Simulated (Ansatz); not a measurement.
Reaction (homolysis of the C–Sn bond): `F[C](F)(F)[Sn]([Cl])([Cl])[Cl]` → `F[C](F)F`• + `[Cl][Sn]([Cl])[Cl]`•

Isolated molecules relaxed with PBE0-D4/def2-TZVP in Ansatz; ΔE leaves out vibrations. CBS: MP2 limit from def2 TZ/QZ plus the TZ coupled-cluster correction, frozen cores. DFT in def2-TZVPP. No spin–orbit coupling; open shells (•) take unrestricted orbitals. def2 core potentials past Kr. For Sn outer-core shells are correlated without core-valence functions, which leaves a few kJ/mol of doubt a bond.

`F[C](F)(F)[Sn]([Cl])([Cl])[Cl]`:

Cartesian coordinates in Å:
```
F -1.431 -1.458 0.486
C -0.505 -1.043 -0.377
F 0.416 -1.999 -0.491
F -1.085 -0.881 -1.565
Sn 0.410 0.847 0.308
Cl 1.438 0.525 2.333
Cl 1.966 1.551 -1.225
Cl -1.210 2.456 0.531
```

`F[C](F)F`•:

Z-matrix (Å, degrees):
```
C
F 1 1.313
F 1 1.313 2 111.4
F 1 1.313 2 111.4 3 125.1
```

`[Cl][Sn]([Cl])[Cl]`•:

Cartesian coordinates in Å:
```
Cl -0.922 1.916 0.490
Sn 0.573 0.238 -0.128
Cl -0.319 -0.854 -1.983
Cl 0.669 -1.300 1.620
```

CCSD(T)/CBS gives +2.66 eV.

(1) Another level gave +2.28 eV. Which?
A. CCSD(T)/def2-TZVPP
B. B2PLYP/def2-TZVPP
C. SCS-MP2/def2-TZVPP
D. r2SCAN0-D4/def2-TZVPP

Largest T1 diagnostic among the species: 0.015.

## Answers

(1) B. B2PLYP 2.28, CCSD(T)/def2-TZVPP 2.54, SCS-MP2/def2-TZVPP 2.62, r2SCAN0-D4 2.20 eV.

In def2-TZVPP, CCSD(T) changes the Hartree–Fock value by +1.13 eV (the triples alone add +0.10 eV) and MP2 by +1.23 eV; breaking electron pairs costs correlation energy, which Hartree–Fock lacks. The D4 term adds +0.18 eV with B3LYP and +0.10 eV with PBE0; it sums over pairs of atoms, weighted by their polarisabilities, and B3LYP, whose exchange is more repulsive, gets the larger term.

B3LYP here is the variant with VWN-RPA as its local correlation; programs differ in this.
